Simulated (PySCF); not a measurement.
# How methods differ on the ionisation energy of Ce⁴⁵⁺

Ce⁴⁵⁺ [Ne] 3s2 3p1 (2P) → Ce⁴⁶⁺ [Ne] 3s2 (1S), as a difference of total energies. Computed with PySCF 2.14 in an even-tempered Gaussian basis (18 s from 8.8 bohr⁻², ratio 2.5; 12 p from 11 bohr⁻², ratio 2.5; 4 d from 46 bohr⁻², ratio 2.7; 4 f from 69 bohr⁻², ratio 2.7), with the spin-free X2C one-electron Hamiltonian (Gaussian nucleus). Correlated levels: outer shells: 1s2 frozen; virtual orbitals above 40 to 60 times the deepest correlated orbital energy dropped. The calculations carry no spin-orbit coupling.

```
                method  ionisation energy (eV)
                   UHF                  3594.5
    MP2 (outer shells)                  3595.0
SCS-MP2 (outer shells)                  3594.9
   CCSD (outer shells)                  3595.0
CCSD(T) (outer shells)                  3595.0
```

A first-order spin-orbit estimate (lowest level to lowest level, LS coupling) adds 73.138 eV.

Breit and QED terms and the two-electron picture change are absent.

First order in ζ underestimates the shift of j = l − 1/2 levels at high Z.

For comparison: 3672 ± 4 eV (theoretical estimate listed by NIST; NIST Atomic Spectra Database, ionization energies).
